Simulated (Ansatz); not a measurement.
Ansatz results at the PBE0-D4/def2-TZVP geometry: HOMO–LUMO gap (PBE/def2-TZVPP) 6.46 eV; LUMO energy (PBE/def2-TZVPP) 0.21 eV; size of the dipole moment (B3LYP/def2-TZVPP) 1.38 D.

Each molecule was computed in one conformer, which needn't be the lowest.

Question: Which molecule gave them?
A. `N=C(O)CBr`
B. `COC(C)F`
C. `S[SiH]1CCO1`
D. `OCCCF`

Answer: D. The others give `S[SiH]1CCO1`: 5.59, -0.79, 1.67; `COC(C)F`: 7.35, 0.69, 1.54; `N=C(O)CBr`: 5.44, -1.32, 1.37.

B3LYP here is the variant with VWN-RPA as its local correlation; programs differ in this.
